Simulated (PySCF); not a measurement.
Ru³⁴⁺: ionisation energy

Ru³⁴⁺ [Ne] (1S) → Ru³⁵⁺ [He] 2s2 2p5 (2P), as a difference of total energies. Computed with PySCF 2.14 in an uncontracted even-tempered set (17 s from 13 bohr⁻², ratio 2.2; 11 p from 16 bohr⁻², ratio 2.2; 6 d from 71 bohr⁻², ratio 2.4; 5 f from 110 bohr⁻², ratio 2.4; 4 g from 160 bohr⁻², ratio 2.4), with the non-relativistic Hamiltonian (point nucleus). Correlated levels: nothing frozen; virtual orbitals above 40 to 60 times the deepest correlated orbital energy dropped. The calculations carry no spin-orbit coupling.

```
                 method  ionisation energy (eV)
                    UHF                  4744.5
                    LDA                  4742.5
                    PBE                  4742.6
                   PBE0                  4743.6
                 r2SCAN                  4745.7
                   BP86                  4743.7
              BHandHLYP                  4744.7
    MP2 (all electrons)                  4746.2
SCS-MP2 (all electrons)                  4746.0
```

A first-order spin-orbit estimate (lowest level to lowest level, LS coupling) adds -39.064 eV.

The gap to the reference is mostly relativistic.

For comparison: 4758 ± 3 eV (semi-empirical (NIST evaluation); NIST Atomic Spectra Database, ionization energies).
